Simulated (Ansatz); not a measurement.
## Ligand exchange: GeH4 + C2H2F3I → GeH3I + C2H3F3

Species: GeH4 (germane) `[GeH4]`, singlet; C2H2F3I (1,1,1-trifluoro-2-iodoethane) `FC(F)(F)CI`, singlet; GeH3I `[GeH3][I]`, singlet; C2H3F3 (1,1,1-trifluoroethane) `CC(F)(F)F`, singlet. The partners trade H for I: Ge–H and C–I bonds give way to Ge–I and C–H.

Shapes, held fixed at every level: PBE0-D4/def2-TZVP. Programs: Ansatz 0.2.0. The zero-point and thermal change to 298 K, harmonic and unscaled (PBE0-D4/def2-TZVP), is +9.1 kJ/mol.

| level | kind | ΔH(298 K) (kJ/mol) | less CCSD(T)/def2-TZVPP | CPU time (sum over the molecules) |
| --- | --- | --- | --- | --- |
| HF/def2-TZVPP | Hartree–Fock | -159.5 | -26.3 | – |
| SPW92/def2-TZVPP | LDA | -131.2 | +2.0 | 8.4 s |
| PBE0-D4/def2-TZVPP | global hybrid | -142.4 | -9.2 | 19 s |
| wB97X-V/def2-TZVPP | range-separated hybrid | -138.3 | -5.1 | 48 s |
| CCSD(T)/def2-SVP | coupled cluster or CI | -139.6 | -6.4 | 51 s |
| CCSD/def2-TZVPP | coupled cluster or CI | -136.9 | -3.7 | – |
| CCSD(T)/def2-TZVPP | coupled cluster or CI | -133.2 | 0.0 | 21 min |

The highest level, CCSD(T)/def2-TZVPP, gives ΔH(298 K) = -133.2 kJ/mol; the levels span -159.5 to -131.2. The column of differences is taken from that level and isn't an error. No measured value is set beside it here. For atoms past krypton def2 sets carry core potentials with scalar relativity. Relativity is left out for Ge unless named. Correlated rows may include outer-core shells of Ge, I, which these sets cover unevenly. Times are processor times on shared x86 and Arm servers, and rough.
